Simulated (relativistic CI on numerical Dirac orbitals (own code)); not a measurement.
## Spin-allowed bands of a d8 ion in an octahedral site, by hand

Problem. Take Δ = 8400 cm⁻¹ and B = 830 cm⁻¹ for a d8 ion in an octahedral site. Calculate the three spin-allowed bands.

Working.
1. The terms of highest spin are 3F (energy 0) and 3P (15B = 12450 cm⁻¹). Here the F term splits into A2 at −1.2Δ = -10080, T2 at −0.2Δ = -1680 and T1 at +0.6Δ = 5040 cm⁻¹.
2. The two T1 states mix through the element 0.4Δ: H = [[5040, 3360], [3360, 12450]], with roots ½(H₁₁ + H₂₂) ∓ ½√[(H₂₂ − H₁₁)² + 4H₁₂²] = ½(17490) ∓ ½(10003) = 3743 and 13747 cm⁻¹.
3. The ground term is 3A2 at -10080 cm⁻¹.
4. Bands: 3T2 8400 cm⁻¹ (1190 nm), 3T1(F) 13823 cm⁻¹ (723 nm), 3T1(P) 23827 cm⁻¹ (420 nm).

Check. Exact diagonalisation of the whole d8 shell with these parameters gives 3T2 8400, 3T1 13823, 3T1 23827 cm⁻¹. The match is exact, since without spin-orbit coupling no other term has this spin. The ratio of the second band to the first, 1.646, depends on Δ/B = 10.1 alone, which is how a Tanabe-Sugano diagram is read.
